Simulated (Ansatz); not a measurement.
Cost and result for the atomization energy of Br$_{2}$F$_{2}$Sn (`[F][Sn]([F])([Br])[Br]`) (5 atoms, 4 bonds).

The species carries charge 0 and has multiplicity 1. Correlated methods include outer-core shells of Br, Sn, which these sets cover unevenly. Scalar relativity is left out up to krypton. Sn takes the def2 core potential. All single points use the PBE0-D4/def2-TZVP geometry. Program: Ansatz. All runs use 4 threads of an Arm Neoverse V1 on a shared host. Times are those of one run each, without the atoms' runs, and a repeat can differ threefold. Electronic energies, without spin–orbit coupling; frozen cores. CCSD(T)/CBS adds CCSD(T) − MP2 in def2-TZVPP to the MP2 limit, and its time is that of the two runs behind it. T1 = 0.011. With those shells the extrapolation isn't a true limit. B3LYP takes the VWN-RPA correlation (the form of Gaussian; ORCA's B3LYP/G). HSE06 is the plane-wave form, built on full-range PBE exchange.

CCSD(T)/CBS is a level of theory with its own doubt, some kJ/mol a heavy atom from the limit and from the frozen cores, so smaller differences don't rank the functionals.

```
                             level  functions  wall time
              revPBE-D4/def2-TZVPP        208      2.3 s
                BLYP-D4/def2-TZVPP        208      2.3 s
   PBE-D4/def2-TZVPP (with forces)        208      2.7 s
               HSE06-D4/def2-TZVPP        208      4.5 s
           CAM-B3LYP-D4/def2-TZVPP        208        5 s
r2SCAN-D4/def2-TZVPP (with forces)        208        6 s
 B3LYP-D4/def2-TZVPP (with forces)        208      6.5 s
               PBE-QIDH/def2-TZVPP        208        7 s
  ωB97M-V/def2-TZVPP (with forces)        208       15 s
                  CCSD(T)/def2-SVP        118       18 s
                    MP2/def2-QZVPP        374       21 s
                CCSD(T)/def2-TZVPP        208    4.8 min
                 CCSD(T)/CBS(def2)          –    5.2 min
```

Task: What atomization energy does each give, and how far from CCSD(T)/CBS? (Estimate.)

Result: The calculation gave: 
```tsv
level	atomization (kJ/mol)	difference from CCSD(T)/CBS	per bond
revPBE-D4/def2-TZVPP	1422.7	-63.9	-16.0
BLYP-D4/def2-TZVPP	1431.3	-55.3	-13.8
PBE-D4/def2-TZVPP (with forces)	1490.8	4.2	1.0
HSE06-D4/def2-TZVPP	1424.9	-61.7	-15.4
CAM-B3LYP-D4/def2-TZVPP	1421.2	-65.4	-16.4
r2SCAN-D4/def2-TZVPP (with forces)	1461.5	-25.1	-6.3
B3LYP-D4/def2-TZVPP (with forces)	1405.4	-81.2	-20.3
PBE-QIDH/def2-TZVPP	1419.9	-66.7	-16.7
ωB97M-V/def2-TZVPP (with forces)	1424.6	-62.0	-15.5
CCSD(T)/def2-SVP	1289.9	-196.7	-49.2
MP2/def2-QZVPP	1531.8	45.2	11.3
CCSD(T)/def2-TZVPP	1392.5	-94.1	-23.5
CCSD(T)/CBS(def2)	1486.6	0.0	0.0
```

At CCSD(T), def2-SVP lies −196.8 kJ/mol from the extrapolated value and def2-TZVPP −94.1 kJ/mol: correlation converges slowly with the basis, and small sets miss more of it in the bonded molecule than in its fragments. From PBE to PBE0 (25 % exact exchange), in def2-TZVPP and without D4, the atomization energy moves by −64.0 kJ/mol: exact exchange takes away binding that semilocal exchange gives to molecules. In def2-TZVPP, CCSD(T) changes the Hartree–Fock value by +451.2 kJ/mol (the triples alone add +45.7 kJ/mol) and MP2 by +532.0 kJ/mol; breaking electron pairs costs correlation energy, which Hartree–Fock lacks.

Spin–orbit coupling would lower the free Sn atoms strongly, and the atomization energy with them, by more than many differences here. For some Ge, Se and Sn compounds the MP2-based and the directly extrapolated limit differ by 10 to 25 kJ/mol.
